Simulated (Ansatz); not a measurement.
Ansatz (a quantum-chemistry and plane-wave program) input (CCSD(T)/def2-QZVPPD):
A basis named .json is the Basis Set Exchange file of that set.

Ansatz 0.2 input:
```yaml
crystal:
  periodic: [false, false, false]
  atoms:
    - {symbol: Ag, position_ang: [-0.00000000, -0.00000000, -1.29830898]}
    - {symbol: Ag, position_ang: [0.00000000, 0.00000000, 1.29830898]}
basis:
  gaussian:
    orbitals: def2-QZVPPD.json
magnetization: {spin_polarized: false}
correlation: {method: ccsd_t, electrons: outside_noble_gas}
```

Output:

```
Functional definition: HF
integrals: 0.56 GiB planned
1216 factors; integrals over basis functions are off by at most 9.5e-4 eV
mean field: 0.62 GiB planned
mean field evaluation 1: about -7949.6138 eV, gradient 4.5e1 eV
mean field evaluation 2: about -7949.7068 eV, gradient 4.5e1 eV
mean field evaluation 4: about -7952.5423 eV, gradient 1.6e0 eV
mean field evaluation 8: about -7952.5744 eV, gradient 3.3e-1 eV
mean field evaluation 16: about -7952.5752 eV, gradient 1.8e-6 eV
mean field -7952.57518644 eV, -292.2517476528 hartree, gradient 1.8e-6 eV, S^2 0.000000; 0 other end points of the search recorded, 0 dependent functions left out
8 core orbitals not correlated
reference -7952.57518644 eV, -292.2517476528 hartree; 11, 11 occupied and 157, 157 virtual orbitals, 1216 factors
second order -24.18639423 eV of doubles, -0.00000000 eV of singles
coupled cluster: 1.01 GiB planned
cycle   1  -21.42524778 eV  change     2.8e0 eV  update   1.2e-1
cycle   2  -22.01568086 eV  change   -5.9e-1 eV  update   3.6e-2
cycle   3  -22.07600983 eV  change   -6.0e-2 eV  update   1.7e-2
cycle   4  -22.03752436 eV  change    3.8e-2 eV  update   5.2e-3
cycle   5  -22.02917123 eV  change    8.4e-3 eV  update   2.1e-3
cycle   6  -22.03263947 eV  change   -3.5e-3 eV  update   8.8e-4
cycle   7  -22.03411780 eV  change   -1.5e-3 eV  update   3.9e-4
cycle   8  -22.03376857 eV  change    3.5e-4 eV  update   1.8e-4
cycle   9  -22.03372260 eV  change    4.6e-5 eV  update   7.6e-5
cycle  10  -22.03384955 eV  change   -1.3e-4 eV  update   3.2e-5
cycle  11  -22.03374530 eV  change    1.0e-4 eV  update   1.1e-5
cycle  12  -22.03374444 eV  change    8.6e-7 eV  update   3.9e-6
perturbative correction -1.11359018 eV, -0.0409236844 hartree
Total energy: -7975.72252106 eV, -293.1023965102 hartree
```
